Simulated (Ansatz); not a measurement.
A CCSD(T) single point on ClF$_{4}$Ta, SMILES `[F][Ta]([F])([F])([F])[Cl]`.

```yaml
crystal:
  periodic: [false, false, false]
  atoms:
    - {symbol: F, position_ang: [-1.518968, -0.020448, -1.047808]}
    - {symbol: Ta, position_ang: [-0.021362, -0.043241, 0.029320]}
    - {symbol: F, position_ang: [-0.955687, -1.124002, 1.242645]}
    - {symbol: F, position_ang: [1.228615, -1.388342, -0.149531]}
    - {symbol: F, position_ang: [0.174393, 1.222533, 1.356619]}
    - {symbol: Cl, position_ang: [1.135108, 1.289300, -1.477544]}
basis:
  gaussian: {orbitals: def2-SVP}
correlation: {method: ccsd_t}
```

```sh
$ ansatz run in.yaml --threads 4 --pin off --events-out ev --progress --plain
```

Output of Ansatz, abridged:

```
Functional definition: HF
  name "HF"
  cite "Fock, Z. Phys. 61, 126 (1930) doi:10.1007/BF01340294"
  parent pbe
  exchange = exact_x
  correlation = 0
979 factors; integrals over basis functions are off by at most 5.6e-4 eV
mean field evaluation 1: about -24849.9526 eV, gradient 6.2e1 eV
mean field evaluation 2: about -24850.0928 eV, gradient 6.2e1 eV
mean field evaluation 4: about -24857.1635 eV, gradient 2.0e0 eV
mean field evaluation 8: about -24857.2065 eV, gradient 1.6e-1 eV
mean field -24857.20664300 eV, -913.4854953105 hartree, gradient 1.3e-6 eV, S^2 0.000000; 0 other end points of the search recorded, 0 dependent functions left out
9 core orbitals not correlated: weight in the atoms' cores, before any rotation towards them, 1.000 or more for the frozen orbitals, at most 0.000 for the correlated occupied ones
reference -24857.20664300 eV, -913.4854953105 hartree; 24, 24 occupied and 73, 73 virtual orbitals, 979 factors
second order -31.87234984 eV of doubles, -0.00000000 eV of singles
cycle   1  -30.57475534 eV  change     1.3e0 eV  update   2.1e-1
cycle   2  -31.52893913 eV  change   -9.5e-1 eV  update   9.5e-2
cycle   3  -31.72373757 eV  change   -1.9e-1 eV  update   3.2e-2
cycle   4  -31.71793363 eV  change    5.8e-3 eV  update   8.0e-3
cycle   5  -31.70366854 eV  change    1.4e-2 eV  update   2.5e-3
cycle   6  -31.70303269 eV  change    6.4e-4 eV  update   9.5e-4
cycle   7  -31.70368799 eV  change   -6.6e-4 eV  update   3.7e-4
cycle   8  -31.70350550 eV  change    1.8e-4 eV  update   1.1e-4
cycle   9  -31.70350212 eV  change    3.4e-6 eV  update   4.6e-5
perturbative correction -0.87518491 eV, -0.0321624522 hartree
Total energy: -24889.78533003 eV, -914.6827399761 hartree
```

Hardware: 4 threads of a server CPU on a shared host. Wall time 6 s, peak host memory 0.63 GiB.

Correlation energy per correlated electron: -0.679 eV. T1 diagnostic: 0.0184.
